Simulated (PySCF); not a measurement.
H4O4P, charge +1, singlet, at a GFN2-xTB geometry; CAMB3LYP/6-31G** (PySCF).

Input for PySCF:
```python
from pyscf import gto, scf, dft

mol = gto.Mole()
mol.atom = '''
    O     0.353403    1.406019   -0.687025
    P    -0.148925    0.222062   -0.050697
    O    -0.436129    0.142859    1.465607
    O    -1.148918   -0.743591   -0.709835
    O     1.292299   -0.976420   -0.053294
    H    -0.390848    0.983460    1.925291
    H    -1.323706   -0.580650   -1.639085
    H     2.179922   -0.588382   -0.153708
    H     1.283260   -1.776291    0.504339
'''
mol.basis = '6-31g**'
mol.charge = 1
mol.spin = 0
mol.verbose = 4
mol.build()

mf = dft.RKS(mol)
mf.xc = 'camb3lyp'
mf.grids.atom_grid = (99, 590)
mf.grids.prune = None
mf.kernel()
```

The log (banner, timings and long lists left out):

```
PySCF version 2.14.0

[INPUT] verbose = 4
[INPUT] num. atoms = 9
[INPUT] num. electrons = 50
[INPUT] charge = 1
[INPUT] spin (= nelec alpha-beta = 2S) = 0
[INPUT] symmetry False subgroup None
[INPUT] Mole.unit = angstrom
[INPUT] Symbol           X                Y                Z      unit          X                Y                Z       unit  Magmom
[INPUT]  1 O      0.353403000000   1.406019000000  -0.687025000000 AA    0.667834881600   2.656990835935  -1.298289090729 Bohr   0.0
[INPUT]  2 P     -0.148925000000   0.222062000000  -0.050697000000 AA   -0.281427463101   0.419636362673  -0.095803445337 Bohr   0.0
[INPUT]  3 O     -0.436129000000   0.142859000000   1.465607000000 AA   -0.824164364980   0.269964384429   2.769595836245 Bohr   0.0
[INPUT]  4 O     -1.148918000000  -0.743591000000  -0.709835000000 AA   -2.171140359583  -1.405183338691  -1.341393743631 Bohr   0.0
[INPUT]  5 O      1.292299000000  -0.976420000000  -0.053294000000 AA    2.442091181049  -1.845166382548  -0.100711064083 Bohr   0.0
[INPUT]  6 H     -0.390848000000   0.983460000000   1.925291000000 AA   -0.738595676334   1.858470054465   3.638272700090 Bohr   0.0
[INPUT]  7 H     -1.323706000000  -0.580650000000  -1.639085000000 AA   -2.501441809444  -1.097269474229  -3.097421744883 Bohr   0.0
[INPUT]  8 H      2.179922000000  -0.588382000000  -0.153708000000 AA    4.119455552914  -1.111880836624  -0.290466023155 Bohr   0.0
[INPUT]  9 H      1.283260000000  -1.776291000000   0.504339000000 AA    2.425009946609  -3.356703507530   0.953062583937 Bohr   0.0

nuclear repulsion = 288.579097301041
number of shells = 44
number of NR pGTOs = 187
number of NR cGTOs = 94
basis = 6-31g**
ecp = {}

******** <class 'pyscf.dft.rks.RKS'> ********
method = RKS
initial guess = minao
damping factor = 0
level_shift factor = 0
DIIS = <class 'pyscf.scf.diis.CDIIS'>
diis_start_cycle = 1
diis_space = 8
diis_damp = 0
SCF conv_tol = 1e-09
SCF conv_tol_grad = None
SCF max_cycles = 50
direct_scf = True
direct_scf_tol = 1e-13
XC library pyscf.dft.libxc version 7.1.2
    S. Lehtola, C. Steigemann, M. J. T. Oliveira, and M. A. L. Marques,  SoftwareX 7, 1–5 (2018)
XC functionals = camb3lyp
    T. Yanai, D. P. Tew, and N. C. Handy,  Chem. Phys. Lett. 393, 51 (2004)
radial grids:
    Treutler-Ahlrichs [JCP 102, 346 (1995); DOI:10.1063/1.469408] (M4) radial grids

becke partition: Becke, JCP 88, 2547 (1988); DOI:10.1063/1.454033
pruning grids: None
grids dens level: 3
symmetrized grids: False
atomic radii adjust function: <function treutler_atomic_radii_adjust>
User specified grid scheme (99, 590)
small_rho_cutoff = 0
Set gradient conv threshold to 3.16228e-05
Initial guess from minao.
tot grids = 525696
init E= -645.666526064945
  HOMO = -0.456493687942365  LUMO = -0.040956684228723  gap/eV = 11.30734
cycle= 1 E= -644.073549829155  delta_E= 1.59  |g|= 1.14  |ddm|= 2.99
  HOMO = -0.459104714155163  LUMO = -0.172439666038633  gap/eV = 7.80055
cycle= 2 E= -643.89688593549  delta_E= 0.177  |g|= 1.51  |ddm|= 1.94
  HOMO = -0.612386458769425  LUMO = -0.164174870000692  gap/eV = 12.19646
cycle= 3 E= -644.316725185628  delta_E= -0.42  |g|= 0.225  |ddm|=  1.2
  HOMO = -0.590794679147506  LUMO = -0.166532165261638  gap/eV = 11.54477
cycle= 4 E= -644.325407876903  delta_E= -0.00868  |g|= 0.0652  |ddm|= 0.18
  HOMO = -0.595280839276092  LUMO = -0.162784197201753  gap/eV = 11.76883
cycle= 5 E= -644.326155071714  delta_E= -0.000747  |g|= 0.0082  |ddm|= 0.0415
  HOMO = -0.595341783014568  LUMO = -0.162159634681235  gap/eV = 11.78749
cycle= 6 E= -644.326164568629  delta_E= -9.5e-06  |g|= 0.00453  |ddm|= 0.00715
  HOMO = -0.595485248808515  LUMO = -0.162342911382357  gap/eV = 11.78640
cycle= 7 E= -644.326168183803  delta_E= -3.62e-06  |g|= 0.000461  |ddm|= 0.0028
  HOMO = -0.595524622751219  LUMO = -0.16235165375148  gap/eV = 11.78724
cycle= 8 E= -644.326168246362  delta_E= -6.26e-08  |g|= 9.8e-05  |ddm|= 0.000651
  HOMO = -0.59550757325226  LUMO = -0.16234171788436  gap/eV = 11.78704
cycle= 9 E= -644.326168249281  delta_E= -2.92e-09  |g|= 2.64e-05  |ddm|= 0.000132
  HOMO = -0.595512743039522  LUMO = -0.162345171576798  gap/eV = 11.78709
cycle= 10 E= -644.326168249535  delta_E= -2.55e-10  |g|= 7.8e-06  |ddm|= 4.38e-05
  HOMO = -0.595511780891351  LUMO = -0.162344492601029  gap/eV = 11.78708
Extra cycle  E= -644.326168249541  delta_E= -5.91e-12  |g|= 7.9e-06  |ddm|= 1.32e-05
converged SCF energy = -644.326168249541
```
